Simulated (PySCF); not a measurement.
Al(Me)(F)2 anion (CH3AlF2), SMILES [Al]([F])([F])[CH3] (connectivity only; charge and spin as stated), charge -1, multiplicity 2.

Geometry optimised at r2SCAN-D4/def2-SVPD. The multiplicity is an assumed one; other spin states were not compared. The isomer is the one that the SMILES or the coordinates give; other isomers of the formula were not compared.

Method: PBE/def2-TZVPD (PySCF).

Gas-phase values at a fixed geometry. A positive occupied level means that this level leaves the electron formally unbound; only the finite basis holds it.

```
Quantity                                                           Result
------------------------------------------------  -----------------------
total energy                                           -481.94278 hartree
point group                                                            Cs
α spin, highest occupied and lowest empty level          1.21 and 3.45 eV
β spin, highest occupied and lowest empty level         -2.15 and 2.52 eV
dipole moment about the centre of nuclear charge                   2.07 D
mean static polarisability                          99.7 bohr³ (14.77 Å³)
polarisability, principal values                  85.1, 87.2, 126.8 bohr³
⟨S²⟩                                              0.751 (pure state 0.75)
```
